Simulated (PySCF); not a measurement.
**Basis-set dependence of population analyses: `C#CCB(N)Cl`**

C3H5BClN.
SMILES with atom numbers: `[CH:1]#[C:2][CH2:3][B:4]([NH2:5])[Cl:6]` (hydrogens: H7 on C1; H8, H9 on C3; H10, H11 on N5)

PBE0 throughout (PySCF), one geometry, spherical d and f functions. Geometry: PBE0-D3(BJ)/def2-SVP, one conformer, isolated molecule. The first 7 of 9 kinds of atom are listed.

Mulliken charges (e):

```csv
basis,functions,C1,C2,C3,B4,N5,Cl6,H7
STO-3G,39,-0.161,-0.046,-0.258,+0.368,-0.451,-0.247,+0.115
6-31G,68,-0.479,+0.121,-0.556,+0.438,-0.822,-0.129,+0.275
pcSseg-0,68,-0.326,-0.113,-0.785,+0.788,-0.818,-0.290,+0.276
6-31G*,98,-0.510,+0.274,-0.615,+0.401,-0.772,-0.191,+0.233
cc-pVDZ,113,-0.435,+0.232,-0.049,+0.035,0.000,-0.181,+0.004
def2-SVP,113,-0.469,+0.215,-0.023,-0.014,-0.073,-0.159,+0.040
aug-cc-pVDZ,187,+1.047,-0.617,+0.463,+0.390,+0.038,-0.398,-0.683
"6-311+G(2d,p)",200,-1.218,+1.491,-1.069,+0.734,-0.674,-0.326,+0.156
def2-TZVP,222,-0.160,-0.036,-0.392,+0.198,-0.424,-0.189,+0.174
cc-pVTZ,254,-0.224,-0.024,-0.212,+0.094,-0.202,-0.167,+0.149
IGLO-III,269,-0.219,-0.046,-0.416,+0.449,-0.518,-0.161,+0.152
```

IAO charges (e):

```
        basis  functions      C1      C2      C3      B4      N5     Cl6      H7
       STO-3G         39  -0.188  -0.037  -0.404  +0.185  -0.436  -0.102  +0.157
        6-31G         68  -0.267  -0.016  -0.436  +0.237  -0.538  -0.136  +0.199
     pcSseg-0         68  -0.255  -0.018  -0.437  +0.223  -0.501  -0.136  +0.190
       6-31G*         98  -0.263  -0.016  -0.429  +0.259  -0.538  -0.139  +0.194
      cc-pVDZ        113  -0.274  -0.013  -0.430  +0.250  -0.530  -0.137  +0.197
     def2-SVP        113  -0.267  -0.011  -0.427  +0.244  -0.521  -0.129  +0.190
  aug-cc-pVDZ        187  -0.282  -0.014  -0.436  +0.259  -0.556  -0.139  +0.203
6-311+G(2d,p)        200  -0.282  -0.013  -0.439  +0.259  -0.559  -0.136  +0.203
    def2-TZVP        222  -0.282  -0.013  -0.439  +0.261  -0.558  -0.135  +0.202
      cc-pVTZ        254  -0.282  -0.013  -0.439  +0.262  -0.556  -0.138  +0.202
     IGLO-III        269  -0.284  -0.013  -0.440  +0.259  -0.561  -0.132  +0.203
```

Q: Which scheme is steadiest as the basis changes?

A: Largest range over the bases for any column: IAO 0.12 e, Mulliken 2.27 e. IAO charges move least and Mulliken charges most, counted in e. Without the minimal STO-3G basis the ranges are IAO 0.06, Mulliken 2.27 e.

Q: How much do the charges still move between the two largest bases, cc-pVTZ and IGLO-III?

A: At most, over all atoms: Mulliken 0.355 e, IAO 0.006 e.

Q: What do the same runs give for the total energy, the frontier levels and the dipole moment?

A: 
```
        basis  energy (Eh)  HOMO (eV)  LUMO (eV)  μ (D)
       STO-3G    -649.3397      -5.73       3.39   2.77
        6-31G    -656.6893      -7.54       0.78   2.47
     pcSseg-0    -655.8223      -7.83       0.76   2.56
       6-31G*    -656.7417      -7.40       0.79   2.21
      cc-pVDZ    -656.7891      -7.52       0.77   2.04
     def2-SVP    -656.4877      -7.56       0.80   1.93
  aug-cc-pVDZ    -656.8044      -7.71      -0.22   1.83
6-311+G(2d,p)    -656.8434      -7.73      -0.06   1.82
    def2-TZVP    -656.8587      -7.69       0.46   1.81
      cc-pVTZ    -656.8620      -7.66       0.52   1.87
     IGLO-III    -656.8607      -7.71       0.39   1.72
```

The dipole is fixed by the density alone, so its range of 1.05 D shows that the density itself changes with the basis, not only its division among atoms.
